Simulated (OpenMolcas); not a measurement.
## Cu2+, Ag2+, Au2+: d9 down the group

* Program: OpenMolcas
* Method: CASSCF
* Basis: ANO-RCC-VTZP
* Scalar Hamiltonian: DKH2, point nucleus
* Spin-orbit coupling: state interaction with AMFI integrals over the reference wave functions, term energies averaged over their components

Active space for each ion: 9 electrons in 6 orbitals (d s).

Computed levels in cm-1 above 2D 5/2:

```json
{"Level": "2D 3/2", "Cu2+": "2186", "Ag2+": "4626", "Au2+": "13194"}
{"Level": "weight of 2D in the lowest level (%)", "Cu2+": "100", "Ag2+": "100", "Au2+": "100"}
```

Measured, with the error of the calculation in %. Measured levels: Cu2+ from Sugar and Musgrove, J. Phys. Chem. Ref. Data 19, 527 (1990); Ag2+ from Moore, Atomic Energy Levels, vol. III, NSRDS-NBS 35 (1971 reprint of NBS Circular 467, 1958); Au2+ from Iglesias, J. Res. Natl. Bur. Stand. 64A, 481 (1960).

```csv
Level,Cu2+,Ag2+,Au2+
2D 3/2,2072 (+5.5),4607 (+0.4),12694 (+3.9)
```

The fine-structure level 2D 3/2 changes by a factor of 6.04 from Cu2+ to Au2+.

Without dynamic correlation excited terms often stand tens of per cent too high (terms of higher spin than the ground term too low), and those without a measured partner can miss by more than the paired ones. Measured partners are found by configuration, term and J. A level has none where our copy of the source lacks it or the pairing is in doubt (some pairs that miss far off the trend of their configuration count as doubtful), and it then counts in no deviation. Only configurations of the active space appear.
